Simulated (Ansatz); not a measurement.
Consider the cleavage of the Si–Si bond: `[AlH2][SiH]([SiH3])Cl` + `[OH][Sc]([OH])[OH]` → `[OH][Sc]([OH])[O][SiH3]` + `[AlH2][SiH2]Cl`.

Program: Ansatz. Geometries: PBE0-D4/def2-TZVP. ΔE: electronic, gas phase. CCSD(T)/CBS is the MP2 limit (def2-TZVPP, def2-QZVPP) plus CCSD(T) − MP2 in def2-TZVPP, frozen cores. DFT in def2-TZVPP. HSE06 is defined as in plane-wave codes. For Sc outer-core shells are correlated without core-valence functions, which leaves a few kJ/mol of doubt a bond. Scalar relativity is left out up to krypton. One conformer a species, not always the lowest.

```
             level  ΔE (kJ/mol)
         revPBE-D4        -78.8
         r2SCAN-D4        -98.1
            revPBE        -81.7
            r2SCAN        -98.7
             HSE06        -89.7
SCS-MP2/def2-TZVPP       -119.7
     MP2/CBS(def2)       -111.8
    CCSD/CBS(def2)       -111.3
```

Question: What does CCSD(T)/CBS give? (Best estimate.)

Answer: Ansatz gave: -107.1 kJ/mol. The listed levels differ from it by 28.3, 9.0, 25.4, 8.4, 17.4, -12.6, -4.7, -4.2 kJ/mol.

Largest T1 diagnostic among the species: 0.016.

At CCSD(T), def2-SVP lies −5.6 kJ/mol from the extrapolated value and def2-TZVPP −1.1 kJ/mol. In def2-TZVPP, CCSD(T) changes the Hartree–Fock value by +29.9 kJ/mol (the triples alone add +4.1 kJ/mol) and MP2 by +25.2 kJ/mol.
